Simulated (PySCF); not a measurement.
How methods differ on the excitation energy of Be

Be [He] 2s2 (1S) → Be [He] 2p2 (3P), as a difference of total energies. Computed with PySCF 2.14 in x2c-QZVPPall with one added diffuse shell each of s, p type (8s5p2d1f, 40 functions), with the spin-free X2C one-electron Hamiltonian (Gaussian nucleus). Correlated levels: valence: 1s2 frozen. The calculations carry no spin-orbit coupling.

```csv
method,excitation energy (eV),error (eV)
UHF,6.444,-0.957
MP2 (valence),7.056,-0.345
SCS-MP2 (valence),7.320,-0.081
CCSD (valence),7.446,+0.045
```

Reference: 7.401 eV (measured; NIST levels, between the centres of gravity of the two terms).

Errors of the correlated levels include the incompleteness of this basis and the frozen core.

With two correlated electrons CCSD is exact in that space.
